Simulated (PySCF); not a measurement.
B(H)3 cation (BH3), SMILES B (connectivity only; charge and spin as stated), charge +1, multiplicity 2.

Geometry optimised at r2SCAN-D4/def2-TZVPD. The multiplicity is an assumed one; other spin states were not compared. The isomer is the one that the SMILES or the coordinates give; other isomers of the formula were not compared.

Calculation: CAM-B3LYP/def2-TZVPD (PySCF).

Isolated molecule, no solvent.

| Quantity | Result |
|---|---|
| total energy | -26.14903 hartree |
| point group | C2v |
| α spin, highest occupied and lowest empty level | -19.33 and -9.29 eV |
| β spin, highest occupied and lowest empty level | -21.47 and -11.97 eV |
| dipole moment about the centre of nuclear charge | 1.14 D |
| mean static polarisability | 13.1 bohr³ (1.95 Å³) |
| polarisability, principal values | 10.1, 14.5, 14.9 bohr³ |
| ⟨S²⟩ | 0.754 (pure state 0.75) |
